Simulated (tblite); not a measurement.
Record of a relaxation.

Compound: C6H6FNSi.
SMILES with atom numbers: `[N:1]#[C:2][C:3]1=[CH:4][CH2:5][SiH2:6]/[C:7]1=[CH:8]\[F:9]` (hydrogens: H10 on C4; H11, H12 on C5; H13, H14 on Si6; H15 on C8)

Computed with GFN2-xTB (tblite), gas phase: L-BFGS steps from a force-field or distance-geometry start until the largest atomic force falls under 0.01 eV/Å. 8 of its 31 geometries are shown.

Step 0: E = -685.6843 eV, largest atomic force 3.142 eV/Å
```
atom  x, y, z in Å  |  force x, y, z in eV/Å
N1      3.010   -1.907   -0.581   -2.781   1.371   0.507
C2      1.972   -1.398   -0.378    2.535  -1.142  -0.405
C3      0.728   -0.782   -0.105   -0.009   0.133  -0.169
C4     -0.364   -1.500    0.232   -0.374  -0.267   0.288
C5     -1.669   -0.792    0.510    0.595   0.245  -0.603
Si6    -1.251    1.051    0.210   -0.430   0.472   0.208
C7      0.544    0.676   -0.211    0.344   0.272  -0.064
C8      1.472    1.585   -0.528   -0.323  -0.750   0.106
F9      1.194    2.893   -0.591   -0.253   0.066   0.060
H10    -0.330   -2.590    0.342    0.050   0.482  -0.099
H11    -2.003   -0.957    1.530   -0.071  -0.321  -0.048
H12    -2.444   -1.129   -0.193    0.206  -0.171   0.399
H13    -1.995    1.605   -0.939    0.145  -0.042   0.223
H14    -1.370    1.841    1.461    0.020  -0.143  -0.360
H15     2.501    1.411   -0.778    0.346  -0.205  -0.045
```

Step 4: E = -685.7850 eV, largest atomic force 0.463 eV/Å
```
atom  x, y, z in Å  |  force x, y, z in eV/Å
N1      2.983   -1.893   -0.578    0.216  -0.085  -0.055
C2      1.973   -1.393   -0.373   -0.382   0.245   0.092
C3      0.723   -0.781   -0.112    0.077   0.217  -0.048
C4     -0.363   -1.495    0.238   -0.121  -0.031   0.044
C5     -1.649   -0.779    0.497    0.021   0.062  -0.018
Si6    -1.262    1.069    0.215    0.081  -0.025  -0.049
C7      0.542    0.674   -0.208    0.105   0.145  -0.043
C8      1.475    1.567   -0.530   -0.093  -0.233   0.028
F9      1.182    2.883   -0.587   -0.074  -0.172   0.042
H10    -0.328   -2.573    0.338    0.015   0.075  -0.019
H11    -2.001   -0.973    1.513    0.060  -0.144  -0.096
H12    -2.433   -1.140   -0.174    0.109  -0.122   0.085
H13    -1.990    1.606   -0.930   -0.023   0.086  -0.013
H14    -1.370    1.839    1.447   -0.031   0.111   0.044
H15     2.514    1.398   -0.779    0.040  -0.131   0.008
```

Step 9: E = -685.8024 eV, largest atomic force 0.135 eV/Å
```
atom  x, y, z in Å  |  force x, y, z in eV/Å
N1      2.972   -1.882   -0.577   -0.053   0.066   0.005
C2      1.964   -1.374   -0.370    0.095  -0.033  -0.016
C3      0.719   -0.766   -0.111   -0.008  -0.060  -0.008
C4     -0.364   -1.486    0.237    0.012  -0.011   0.011
C5     -1.647   -0.775    0.496    0.006  -0.007   0.004
Si6    -1.260    1.078    0.213   -0.124   0.026   0.046
C7      0.538    0.678   -0.209   -0.048  -0.015   0.024
C8      1.482    1.550   -0.533   -0.029   0.000   0.011
F9      1.174    2.860   -0.581    0.083   0.075  -0.032
H10    -0.324   -2.562    0.335    0.015   0.000  -0.006
H11    -1.990   -0.999    1.507    0.011  -0.011  -0.001
H12    -2.419   -1.165   -0.169   -0.002  -0.013  -0.009
H13    -1.993    1.624   -0.930    0.026   0.029   0.047
H14    -1.376    1.858    1.448   -0.004   0.009  -0.073
H15     2.519    1.369   -0.777    0.019  -0.055  -0.002
```

Step 13: E = -685.8076 eV, largest atomic force 0.122 eV/Å
```
atom  x, y, z in Å  |  force x, y, z in eV/Å
N1      2.976   -1.868   -0.580    0.068   0.011  -0.019
C2      1.967   -1.364   -0.372   -0.092   0.036   0.022
C3      0.716   -0.765   -0.110   -0.003   0.063  -0.013
C4     -0.363   -1.487    0.237    0.026  -0.009  -0.002
C5     -1.650   -0.781    0.497    0.028  -0.020  -0.011
Si6    -1.280    1.079    0.220    0.096  -0.067  -0.036
C7      0.525    0.681   -0.205    0.014   0.035   0.004
C8      1.479    1.544   -0.531   -0.011  -0.007   0.003
F9      1.198    2.862   -0.588    0.072  -0.056  -0.014
H10    -0.319   -2.562    0.333   -0.003  -0.029   0.003
H11    -1.983   -1.014    1.511   -0.042   0.010  -0.039
H12    -2.414   -1.181   -0.173   -0.015   0.025   0.056
H13    -1.992    1.646   -0.923   -0.025   0.003   0.005
H14    -1.382    1.878    1.437   -0.028   0.011   0.021
H15     2.516    1.338   -0.774   -0.084  -0.007   0.021
```

Step 17: E = -685.8101 eV, largest atomic force 0.067 eV/Å
```
atom  x, y, z in Å  |  force x, y, z in eV/Å
N1      2.978   -1.854   -0.582   -0.009   0.035   0.000
C2      1.966   -1.357   -0.372    0.033   0.015  -0.013
C3      0.715   -0.760   -0.111   -0.006  -0.025   0.013
C4     -0.360   -1.489    0.237   -0.023  -0.003   0.000
C5     -1.647   -0.786    0.497   -0.017   0.018   0.006
Si6    -1.281    1.075    0.220   -0.027   0.027   0.011
C7      0.520    0.684   -0.203    0.007  -0.008  -0.005
C8      1.477    1.542   -0.530    0.026  -0.004  -0.007
F9      1.220    2.860   -0.594   -0.001   0.022  -0.001
H10    -0.316   -2.565    0.332    0.017   0.002  -0.004
H11    -1.986   -1.019    1.508   -0.011   0.012   0.006
H12    -2.415   -1.184   -0.168   -0.013   0.009  -0.003
H13    -1.995    1.654   -0.917   -0.014  -0.030   0.009
H14    -1.389    1.886    1.433   -0.018  -0.033   0.000
H15     2.507    1.321   -0.771    0.055  -0.037  -0.012
```

Step 21: E = -685.8119 eV, largest atomic force 0.065 eV/Å
```
atom  x, y, z in Å  |  force x, y, z in eV/Å
N1      2.984   -1.831   -0.586    0.042   0.017  -0.018
C2      1.968   -1.344   -0.374   -0.030  -0.017   0.024
C3      0.712   -0.759   -0.108   -0.004   0.026  -0.027
C4     -0.363   -1.491    0.237    0.004   0.029   0.019
C5     -1.650   -0.786    0.498   -0.009   0.000  -0.003
Si6    -1.282    1.076    0.221   -0.015  -0.035   0.001
C7      0.520    0.687   -0.203   -0.013   0.015   0.010
C8      1.485    1.537   -0.532    0.002  -0.036   0.003
F9      1.242    2.859   -0.600    0.030  -0.058  -0.004
H10    -0.308   -2.567    0.330   -0.026   0.027  -0.001
H11    -1.994   -1.018    1.509    0.029   0.012   0.005
H12    -2.422   -1.182   -0.165    0.013   0.012  -0.021
H13    -2.005    1.651   -0.911   -0.015  -0.016  -0.020
H14    -1.403    1.882    1.433   -0.004  -0.007   0.033
H15     2.513    1.295   -0.771   -0.006   0.031  -0.001
```

Step 26: E = -685.8134 eV, largest atomic force 0.030 eV/Å
```
atom  x, y, z in Å  |  force x, y, z in eV/Å
N1      2.992   -1.806   -0.591    0.004   0.007   0.001
C2      1.967   -1.337   -0.374    0.002   0.008  -0.007
C3      0.709   -0.757   -0.109   -0.005  -0.012   0.012
C4     -0.364   -1.487    0.238   -0.016  -0.009  -0.004
C5     -1.653   -0.786    0.499    0.002   0.020   0.000
Si6    -1.286    1.075    0.222   -0.001   0.014  -0.001
C7      0.518    0.689   -0.201    0.000   0.000  -0.004
C8      1.492    1.527   -0.533   -0.004   0.013   0.000
F9      1.264    2.850   -0.605    0.000   0.024  -0.002
H10    -0.310   -2.563    0.329   -0.025  -0.013   0.010
H11    -1.995   -1.014    1.511    0.011  -0.007  -0.009
H12    -2.425   -1.179   -0.167    0.019  -0.007   0.005
H13    -2.016    1.643   -0.911    0.006  -0.011  -0.003
H14    -1.415    1.874    1.440    0.007  -0.011   0.001
H15     2.518    1.279   -0.771   -0.002  -0.015   0.002
```

Step 30: E = -685.8137 eV, largest atomic force 0.009 eV/Å
```
atom  x, y, z in Å  |  force x, y, z in eV/Å
N1      2.994   -1.798   -0.592    0.005   0.002  -0.002
C2      1.967   -1.335   -0.374    0.002   0.005   0.001
C3      0.708   -0.757   -0.108    0.001   0.005  -0.007
C4     -0.366   -1.488    0.238    0.006   0.001   0.004
C5     -1.653   -0.783    0.499    0.000  -0.007  -0.001
Si6    -1.286    1.077    0.222   -0.001  -0.008   0.000
C7      0.517    0.689   -0.201    0.000   0.005   0.002
C8      1.492    1.526   -0.533    0.002   0.000  -0.001
F9      1.270    2.850   -0.606   -0.007  -0.004   0.002
H10    -0.316   -2.563    0.331   -0.009  -0.001   0.001
H11    -1.993   -1.015    1.510   -0.004   0.002   0.001
H12    -2.422   -1.179   -0.167   -0.007   0.002   0.000
H13    -2.018    1.639   -0.912    0.005   0.001  -0.003
H14    -1.416    1.871    1.443    0.007   0.001   0.001
H15     2.518    1.274   -0.771    0.000  -0.004   0.001
```

Q: Summarise the path.

A: The energy falls by 12.49 kJ/mol from step 0 to step 30; nine tenths of that is first reached at step 9. It rises by more than 0.2 meV at step 1. The largest force goes from 3.142 to 0.009 eV/Å. Among the bonds N1≡C2 changes most, from 1.174 to 1.147 Å; the atoms move by 0.066 Å rms after alignment.

Q: Follow the three bonds and two angles with the largest change from start to end.

A: 
| step | E above end (kJ/mol) | largest force (eV/Å) | N1≡C2 (Å) | Si6–H14 (Å) | C4–C5 (Å) | C3–C7–C8 (°) | H11–C5–H12 (°) |
| --- | --- | --- | --- | --- | --- | --- | --- |
| 0 | 12.49 | 3.142 | 1.174 | 1.485 | 1.511 | 127.1 | 109.7 |
| 1 | 31.58 | 10.037 | 1.089 | 1.473 | 1.500 | 127.1 | 108.4 |
| 3 | 4.26 | 0.423 | 1.149 | 1.465 | 1.499 | 126.7 | 107.6 |
| 4 | 2.78 | 0.463 | 1.145 | 1.456 | 1.494 | 126.4 | 106.3 |
| 5 | 1.95 | 0.312 | 1.145 | 1.453 | 1.490 | 126.0 | 105.2 |
| 7 | 1.43 | 0.125 | 1.148 | 1.459 | 1.488 | 125.7 | 104.8 |
| 8 | 1.25 | 0.160 | 1.148 | 1.463 | 1.489 | 125.6 | 105.1 |
| 9 | 1.09 | 0.135 | 1.148 | 1.464 | 1.489 | 125.5 | 105.5 |
| 10 | 0.97 | 0.111 | 1.147 | 1.464 | 1.490 | 125.3 | 105.9 |
| 12 | 0.73 | 0.115 | 1.146 | 1.461 | 1.491 | 124.8 | 106.2 |
| 13 | 0.59 | 0.122 | 1.147 | 1.460 | 1.491 | 124.4 | 106.2 |
| 14 | 0.49 | 0.102 | 1.147 | 1.460 | 1.490 | 124.1 | 106.0 |
| 16 | 0.39 | 0.056 | 1.147 | 1.462 | 1.490 | 124.0 | 105.7 |
| 17 | 0.36 | 0.067 | 1.147 | 1.463 | 1.490 | 124.0 | 105.6 |
| 18 | 0.32 | 0.069 | 1.147 | 1.462 | 1.490 | 124.0 | 105.5 |
| 20 | 0.22 | 0.067 | 1.147 | 1.461 | 1.491 | 123.8 | 105.2 |
| 21 | 0.18 | 0.065 | 1.147 | 1.461 | 1.491 | 123.7 | 105.2 |
| 22 | 0.13 | 0.062 | 1.147 | 1.460 | 1.491 | 123.5 | 105.2 |
| 23 | 0.09 | 0.051 | 1.147 | 1.461 | 1.491 | 123.3 | 105.3 |
| 25 | 0.04 | 0.033 | 1.147 | 1.462 | 1.491 | 123.0 | 105.5 |
| 26 | 0.03 | 0.030 | 1.147 | 1.462 | 1.491 | 123.0 | 105.6 |
| 27 | 0.02 | 0.028 | 1.147 | 1.462 | 1.490 | 123.0 | 105.6 |
| 29 | 0.00 | 0.020 | 1.147 | 1.462 | 1.490 | 123.0 | 105.6 |
| 30 | 0.00 | 0.009 | 1.147 | 1.462 | 1.490 | 123.0 | 105.6 |

The cost below is that of the whole relaxation. The run took 0.23 s wall on Arm Neoverse V1, one thread, no GPU, shared host with 32 logical CPUs at a one-minute load of 18.
